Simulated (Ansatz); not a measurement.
## Match the barriers

Saddle point of TiSi2NH8Cl3O, closed shell (TiSi₂NH₆Cl₃ ([SiH3][N]([SiH3])[Ti]([Cl])([Cl])[Cl]) + H₂O → TiSi₂NH₇Cl₂O ([OH][Ti]([Cl])([Cl])[N]([SiH3])[SiH3]) + HCl; bonds formed: Cl2–H8; dative contacts that become bonds: Ti1–O9; bonds broken: Ti1–Cl2, H8–O9), PBE0-D4/def2-TZVP structure:

```
atom    x (Å)    y (Å)    z (Å)
 Ti1  -0.8412  -0.7767  -0.7205
 Cl2   1.6857  -2.0032  -1.0394
 Cl3  -0.8468  -0.3427  -2.8681
 Cl4  -2.9665  -0.5339  -0.1850
  N5   0.0109   0.5994   0.1472
 Si6   1.0133   0.3446   1.5700
 Si7  -0.0843   2.2347  -0.5057
  H8   0.5340  -2.6765  -0.4261
  O9  -0.6752  -2.5416  -0.0027
 H10   0.5179   1.2304   2.6544
 H11   0.8936  -1.0704   1.9879
 H12   2.4228   0.6884   1.2597
 H13   0.1980   3.1670   0.6178
 H14   0.9306   2.4175  -1.5705
 H15  -1.4436   2.4772  -1.0399
 H16  -1.3490  -3.2145   0.1210
```

Program: Ansatz 0.2.0. Basis: def2-TZVPP, with def2-QZVPP for the basis limit. Cores are frozen in the correlated methods. Extrapolation: Hartree–Fock as exp(−7.88 √X), correlation as X^−2.97. Four methods, as single points on the PBE0-D4 structures, gave these electronic barriers from the start structure: 0.776, 0.869, 0.974, 1.242 eV.

**Question.** The methods were, in alphabetical order, BLYP-D4, CCSD(T), HF, PBE0-D4. Which gave which? (A judgement: the text doesn't fix the answer.)

**Answer.** The calculation gives: BLYP-D4 0.776; PBE0-D4 0.869; CCSD(T) 0.974; HF 1.242 eV. For comparison, CCSD(T) at an estimated basis limit (MP2 extrapolated from triple and quadruple zeta, plus CCSD(T) − MP2 in triple zeta) gives 0.970 eV.

No T1 diagnostic of these runs exceeds 0.023.

The step is the kind of ligand exchange by which a precursor binds to a hydroxyl group, or is hydrolysed, in atomic layer deposition of oxides. Here a small cluster stands in for the surface site.

Labels in which every atom is bracketed show which atoms are joined, not bond orders.

For scale, one of the runs: CCSD(T)/def2-TZVPP, 448 basis functions, launched by `ansatz run in.yaml --threads 4 --pin off --events-out ev --progress --plain --max-ram 46080MiB --backend cuda --devices 0, --max-vram 37GiB`. The run took 66 s on 4 CPU threads of an AMD EPYC 7R13 and a share of one NVIDIA H100 (shared host), with 1.1 GiB of host memory at its peak.
